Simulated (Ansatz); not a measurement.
Frontier orbitals of C2H5FOSi2 (`FC1=CO[SiH2][SiH2]1`).

Cartesian coordinates in Å:
```
F -1.796 1.279 1.516
C -0.935 0.551 0.769
C -1.136 -0.770 0.675
O -0.344 -1.601 -0.042
Si 0.964 -0.903 -0.854
Si 0.522 1.280 -0.142
H -1.962 -1.269 1.176
H 0.816 -1.187 -2.302
H 2.210 -1.539 -0.357
H 1.528 1.904 0.755
H 0.134 2.256 -1.193
```

Total charge 0; spin multiplicity 1. All single points use the PBE0-D4/def2-TZVP geometry. Basis def2-TZVPP, Ansatz 0.2.0.

Orbital energies of one run (eV). Highest occupied ones, from the top: -6.60, -7.95, -9.44, -9.59, -9.98, -10.39, -11.65, -12.01, -12.65, -12.77, -13.95, -15.04, -15.25, -17.48. Empty: -0.77, -0.77, -0.12, 0.78, 0.80, 1.20.

**Question.** Which functional gave them?
A. B3LYP
B. r2SCAN
C. ωB97M-V
D. B97M-V

**Answer.** A. HOMO energies: B3LYP -6.60, ωB97M-V -9.03, r2SCAN -5.82, B97M-V -5.94 eV.

B3LYP here is the variant with VWN-RPA as its local correlation; programs differ in this.
